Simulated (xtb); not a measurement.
C₆H₁₃O (SMILES [CH2]C(C)CC(C)O), doublet, at a GFN2-xTB geometry; GFN2-xTB (xtb).

Here is a job for xtb.
```
$ xtb mol.xyz --gfn 2 --uhf 1 --json

# file mol.xyz
20

C     -1.38542588    -1.24611741    -1.15825996
C     -1.28164433    -0.78156048     0.23741676
C     -2.06671238     0.50601947     0.47381936
C      0.19691125    -0.64418768     0.66477877
C      0.99828683     0.30993029    -0.22756720
C      2.48991908    -0.02682553    -0.19550963
O      0.77420538     1.63034663     0.22965947
H     -0.80027265    -2.08141567    -1.49289813
H     -2.07632384    -0.79706450    -1.84332604
H     -1.70353196    -1.55905497     0.90184723
H     -3.10700639     0.37285056     0.18530611
H     -2.02943018     0.78485542     1.52377934
H     -1.64076410     1.31922168    -0.10536649
H      0.24804038    -0.27346668     1.68897304
H      0.66252442    -1.62986023     0.62660201
H      0.62825623     0.20941345    -1.26417294
H      3.05285872     0.67585659    -0.80914361
H      2.66086899    -1.02907958    -0.57834581
H      2.86057828     0.03079947     0.82569540
H      1.34255136     2.23061957    -0.26429468
```

Output, abridged:

```
   ID    Z sym.   atoms
    1    6 C      1-6
    2    8 O      7
    3    1 H      8-20

           -------------------------------------------------
          |                Calculation Setup                |
           -------------------------------------------------

           -------------------------------------------------
          |                 G F N 2 - x T B                 |
           -------------------------------------------------

          ...................................................
          :                      SETUP                      :
          :.................................................:
          :  # basis functions                  41          :
          :  # atomic orbitals                  41          :
          :  # shells                           27          :
          :  # electrons                        43          :
          :  max. iterations                   250          :
          :  Hamiltonian                  GFN2-xTB          :
          :  restarted?                      false          :
          :  GBSA solvation                  false          :
          :  PC potential                    false          :
          :  electronic temp.          300.0000000     K    :
          :  accuracy                    1.0000000          :
          :  -> integral cutoff          0.2500000E+02      :
          :  -> integral neglect         0.1000000E-07      :
          :  -> SCF convergence          0.1000000E-05 Eh   :
          :  -> wf. convergence          0.1000000E-03 e    :
          :  Broyden damping             0.4000000          :
          :  net charge                          0          :
          :  unpaired electrons                  1          :
          ...................................................

 iter      E             dE          RMSdq      gap      omega  full diag
   1    -23.7116968 -0.237117E+02  0.313E+00    9.68       0.0  T
   2    -23.7527233 -0.410264E-01  0.175E+00    9.64       1.0  T
   3    -23.7536861 -0.962858E-03  0.727E-01    9.73       1.0  T
   4    -23.7542124 -0.526309E-03  0.161E-01    9.49       1.0  T
   5    -23.7543411 -0.128618E-03  0.636E-02    9.51       1.0  T
   6    -23.7543422 -0.115121E-05  0.131E-02    9.52       1.7  T
   7    -23.7543427 -0.501464E-06  0.431E-03    9.52       5.2  T
   8    -23.7543427 -0.240188E-07  0.155E-03    9.52      14.4  T
   9    -23.7543427 -0.230031E-08  0.416E-04    9.52      53.7  T
  10    -23.7543427 -0.186354E-09  0.570E-05    9.52     392.3  T

   *** convergence criteria satisfied after 10 iterations ***

         :::::::::::::::::::::::::::::::::::::::::::::::::::::
         ::                     SUMMARY                     ::
         :::::::::::::::::::::::::::::::::::::::::::::::::::::
         :: total energy             -23.454075350155 Eh    ::
         :: gradient norm              0.000038749986 Eh/a0 ::
         :: HOMO-LUMO gap              9.518946412932 eV    ::
         ::.................................................::
         :: SCC energy               -23.754282451024 Eh    ::
         :: -> isotropic ES            0.028873301009 Eh    ::
         :: -> anisotropic ES          0.006090975647 Eh    ::
         :: -> anisotropic XC          0.010449762606 Eh    ::
         :: -> dispersion             -0.012509258613 Eh    ::
         :: repulsion energy           0.300207100869 Eh    ::
         :: add. restraining           0.000000000000 Eh    ::
         :: total charge              -0.000000000000 e     ::
         :::::::::::::::::::::::::::::::::::::::::::::::::::::

           -------------------------------------------------
          |                Property Printout                |
           -------------------------------------------------

    * Orbital Energies and Occupations

         #    Occupation            Energy/Eh            Energy/eV
      -------------------------------------------------------------
         1        2.0000           -0.6817119             -18.5503
       ...           ...                  ...                  ...
        10        2.0000           -0.5069394             -13.7945
        11        2.0000           -0.4958633             -13.4931
        12        2.0000           -0.4830126             -13.1434
        13        2.0000           -0.4778642             -13.0033
        14        2.0000           -0.4735773             -12.8867
        15        2.0000           -0.4610678             -12.5463
        16        2.0000           -0.4489746             -12.2172
        17        2.0000           -0.4427333             -12.0474
        18        2.0000           -0.4310455             -11.7293
        19        2.0000           -0.4265610             -11.6073
        20        2.0000           -0.4200089             -11.4290
        21        2.0000           -0.4020170             -10.9394
        22        1.0000           -0.3001553              -8.1676 (HOMO)
        23                          0.0496595               1.3513 (LUMO)
        24                          0.0677954               1.8448
        25                          0.0944221               2.5694
        26                          0.1116116               3.0371
        27                          0.1276409               3.4733
        28                          0.1329026               3.6165
        29                          0.1451391               3.9494
        30                          0.1694502               4.6110
        31                          0.1773212               4.8252
        32                          0.2001428               5.4462
        33                          0.2087028               5.6791
       ...                                ...                  ...
        41                          0.3570833               9.7167
      -------------------------------------------------------------
                  HL-Gap            0.3498148 Eh            9.5189 eV
             Fermi-level           -0.2381670 Eh           -6.4809 eV

     #   Z          covCN         q      C6AA      α(0)
     1   6 C        2.840    -0.118    30.990     9.123
     2   6 C        3.850     0.002    20.520     6.443
     3   6 C        3.756    -0.109    22.630     6.783
     4   6 C        3.806    -0.069    21.810     6.648
     5   6 C        3.722     0.122    18.690     6.174
     6   6 C        3.752    -0.119    22.849     6.817
     7   8 O        1.656    -0.444    21.729     6.293
     8   1 H        0.926     0.026     2.645     2.543
     9   1 H        0.926     0.034     2.528     2.486
    10   1 H        0.922     0.045     2.384     2.415
    11   1 H        0.925     0.033     2.546     2.495
    12   1 H        0.925     0.037     2.493     2.469
    13   1 H        0.925     0.055     2.264     2.353
    14   1 H        0.924     0.054     2.268     2.355
    15   1 H        0.924     0.037     2.494     2.470
    16   1 H        0.922     0.015     2.806     2.620
    17   1 H        0.925     0.033     2.540     2.492
    18   1 H        0.925     0.038     2.474     2.460
    19   1 H        0.925     0.047     2.355     2.400
    20   1 H        0.805     0.282     0.779     1.386

 Mol. C6AA /au·bohr⁶  :       2804.573496
 Mol. C8AA /au·bohr⁸  :      59141.855922
 Mol. α(0) /au        :         79.225284

Wiberg/Mayer (AO) data.
largest (>0.10) Wiberg bond orders for each atom

 ---------------------------------------------------------------------------
     #   Z sym  total        # sym  WBO       # sym  WBO       # sym  WBO
 ---------------------------------------------------------------------------
     1   6 C    3.203 --     2 C    1.094     9 H    0.985     8 H    0.984
     2   6 C    3.996 --     1 C    1.094     3 C    1.006     4 C    0.964
                            10 H    0.917
     3   6 C    3.995 --     2 C    1.006    12 H    0.987    11 H    0.987
                            13 H    0.984
     4   6 C    3.994 --     5 C    0.992    15 H    0.976    14 H    0.974
                             2 C    0.964
     5   6 C    3.955 --     6 C    1.001     4 C    0.992     7 O    0.985
                            16 H    0.954
     6   6 C    3.996 --     5 C    1.001    18 H    0.986    19 H    0.986
                            17 H    0.985
     7   8 O    1.962 --     5 C    0.985    20 H    0.903
     8   1 H    0.999 --     1 C    0.984
     9   1 H    0.999 --     1 C    0.985
    10   1 H    0.995 --     2 C    0.917
    11   1 H    0.999 --     3 C    0.987
    12   1 H    0.999 --     3 C    0.987
    13   1 H    0.997 --     3 C    0.984
    14   1 H    0.997 --     4 C    0.974
    15   1 H    0.999 --     4 C    0.976
    16   1 H    1.000 --     5 C    0.954
    17   1 H    0.999 --     6 C    0.985
    18   1 H    0.999 --     6 C    0.986
    19   1 H    0.998 --     6 C    0.986
    20   1 H    0.921 --     7 O    0.903
 ---------------------------------------------------------------------------

Topologies differ in total number of bonds
Writing topology from bond orders to xtbtopo.mol

molecular dipole:
                 x           y           z       tot (Debye)
 q only:        0.345      -0.085      -0.114
   full:        0.534      -0.095      -0.278       1.550
molecular quadrupole (traceless):
                xx          xy          yy          xz          yz          zz
 q only:        1.442       0.963      -0.256      -1.475      -2.485      -1.185
  q+dip:        1.283       1.758      -0.919      -1.567      -3.593      -0.365
   full:        1.593       1.950      -0.480      -1.930      -3.552      -1.113

           -------------------------------------------------
          | TOTAL ENERGY              -23.454075350155 Eh   |
          | GRADIENT NORM               0.000038749986 Eh/α |
          | HOMO-LUMO GAP               9.518946412932 eV   |
           -------------------------------------------------

normal termination of xtb
```
